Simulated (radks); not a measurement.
Problem. Pm I, 61 electrons, occupied as [Xe] 4f5 6s2. Calculated with a radial shooting solver on a logarithmic mesh with Libxc functionals: Dirac Kohn-Sham, LDA (Slater exchange, Perdew-Wang correlation), spin-unpolarised, spherical densities, point nucleus; open shells are shared between the two j in proportion to 2j + 1; speed of light set to 102.777 atomic units (0.75 times the physical value, a model run).

Spin-orbit splittings of the eigenvalues, e(l+1/2) - e(l-1/2), with zeta = 2 splitting/(2l+1) and mean radii in bohr:

shell  occ.  splitting (eV)  zeta (eV)  <r> j=l-1/2  <r> j=l+1/2
2p        6            1115      743.2      0.07596      0.08810
3p        6           225.8      150.5       0.2364       0.2602
3d       10           43.40      17.36       0.2317       0.2388
4p        6           49.96      33.31       0.5785       0.6326
4d       10           7.822      3.129       0.6790       0.6977
4f        5          0.7524     0.2150        1.137        1.223
5p        6               ?          ?        1.537        1.720

Estimate the 5p splitting.

Solution. 6.837 eV (zeta = 4.558 eV).
